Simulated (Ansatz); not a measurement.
`F[SiH](F)[SiH](Cl)Cl` + HCl → trichlorosilane + `F[SiH2]F` at 600 K and 1 bar (cleavage of the Si–Si bond).

Isolated molecules relaxed with PBE0-D4/def2-TZVP in Ansatz; ΔE leaves out vibrations. CCSD(T)/CBS adds triple-zeta CCSD(T) − MP2 to the extrapolated MP2 energy (def2 sets, frozen cores). This one scheme is used for every species. Each species was taken in one conformer, which may not be the lowest.

```
               species  CCSD(T)/CBS energy (Eh)  H − E (kJ/mol)  S (J/(mol·K))
`F[SiH](F)[SiH](Cl)Cl`              -1698.73569           138.9          494.6
                   HCl               -460.38127            35.4          207.2
       `Cl[SiH](Cl)Cl`              -1669.16736            79.2          373.7
            `F[SiH2]F`               -489.99391            92.8          309.1
```

H − E and S are ideal-gas, rigid-rotor, harmonic terms from PBE0-D4/def2-TZVP, for one conformer and one mirror image of each species. 1 Eh = 2625.50 kJ/mol, R = 8.31446 J/(mol·K).

Question: By hand: ΔE, ΔH, ΔS and ΔG.

Answer: ΔE = (-1669.16736) + (-489.99391) − (-1698.73569) − (-460.38127) = -0.04431 Eh = -116.3 kJ/mol. Δ(H − E) = 79.2 + 92.8 − 138.9 − 35.4 = -2.3, so ΔH = -118.6 kJ/mol. ΔS = 373.7 + 309.1 − 494.6 − 207.2 = -19.0 J/(mol·K). ΔG = -118.6 − 600 × (-19.0)/1000 = -107.2 kJ/mol.

Question: By hand: the equilibrium constant, and the temperature at which ΔG would vanish if ΔH and ΔS stayed fixed.

Answer: log₁₀ K = −ΔG/(RT ln 10) = 9.3. ΔG = 0 at ΔH/ΔS = 6242 K, far beyond where these terms or the molecules hold.

ΔH outweighs TΔS. A doubt of 5 kJ/mol in ΔE shifts log₁₀ K by 0.4 here. Other conformers and mirror images would add mixing entropy, several J/(mol·K) or more a flexible species. Modes under 60 cm⁻¹, often nearly free rotors, make the harmonic entropy too high. These are equilibria of isolated gas molecules and say nothing of rates. Largest T1 diagnostic: 0.012 (customary marks: 0.02 for closed shells, 0.045 for open ones).
